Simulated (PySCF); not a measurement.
SMILES [NH+]#CC (C₂H₄N (cation, charge +1)), CAM-B3LYP/def2-SVP optimised geometry.

```
7

C      1.62    -0.18     0.00
C      0.18    -0.19     0.00
N     -0.96    -0.19     0.00
H      1.98    -0.55     0.97
H      1.98     0.84    -0.17
H      1.98    -0.84    -0.81
H     -1.98    -0.19     0.00
```

Density from PySCF 2.14.0 with CAM-B3LYP/def2-TZVP at that geometry.

Minimum of the electron density along straight lines between bonded atoms, close to the bond critical point (lines longer than 1.1 times the sum of covalent radii, or with two minima, are not listed):

```
bond   length / Å  ρ at the minimum / e bohr⁻³  ∇²ρ there / e bohr⁻⁵  position (fraction from the first atom)
-----  ----------  ---------------------------  --------------------  ---------------------------------------
C1–C2       1.438                        0.271                 -0.76                                     0.40
C2–N3       1.143                        0.481                  0.05                                     0.35
C1–H4       1.102                        0.272                 -0.95                                     0.66
C1–H5       1.102                        0.272                 -0.95                                     0.66
C1–H6       1.102                        0.272                 -0.95                                     0.66
N3–H7       1.019                        0.310                 -2.10                                     0.80
```
